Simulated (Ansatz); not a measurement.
Two isomers of CH5BFNO: A = `NBOCF`, B = `BNC(O)F`.

Isolated molecules relaxed with PBE0-D4/def2-TZVP in Ansatz; ΔE leaves out vibrations. CCSD(T)/CBS is the MP2 limit (def2-TZVPP, def2-QZVPP) plus CCSD(T) − MP2 in def2-TZVPP, frozen cores. DFT in def2-TZVPP. B3LYP here is the variant with VWN-RPA as its local correlation; programs differ in this. Each species was taken in one conformer, which may not be the lowest.

A:

Z-matrix (Å, degrees):
```
C
F 1 1.375
O 1 1.372 2 109.9
H 1 1.092 2 107.4 3 -118.2
H 1 1.096 2 107.1 3 121.7
B 3 1.378 1 120.1 2 88.8
N 6 1.391 3 118.4 1 -174.2
H 6 1.199 3 120.4 1 7.0
H 7 1.003 6 122.6 3 -178.9
H 7 1.006 6 122.7 3 2.2
```

B:

Z-matrix (Å, degrees):
```
C
N 1 1.424
F 1 1.382 2 107.4
O 1 1.370 2 114.8 3 121.3
H 1 1.090 2 109.9 3 -117.8
B 2 1.390 1 125.6 3 129.9
H 2 1.011 1 113.4 3 -48.2
H 4 0.963 1 109.5 2 -51.1
H 6 1.194 2 118.7 1 179.4
H 6 1.195 2 118.6 1 -0.6
```

Which isomer does CCSD(T)/CBS put lower? Give the gap. (An estimate is asked.)

Ansatz gave: A, by 142.3 kJ/mol.

Give E(B) − E(A) in kJ/mol with PBE0-D4, B3LYP, ωB97M-V, B2PLYP, B3LYP-D4, HF/def2-TZVPP, MP2/def2-TZVPP. (An estimate is asked.)

The calculation gave: PBE0-D4 138.9, B3LYP 146.7, ωB97M-V 140.7, B2PLYP 145.9, B3LYP-D4 144.8, HF/def2-TZVPP 149.7, MP2/def2-TZVPP 143.6. None reverses the order clearly.

Largest T1 diagnostic: 0.013.

In def2-TZVPP, CCSD(T) changes the Hartree–Fock value by −9.3 kJ/mol (the triples alone add −1.9 kJ/mol) and MP2 by −6.1 kJ/mol.
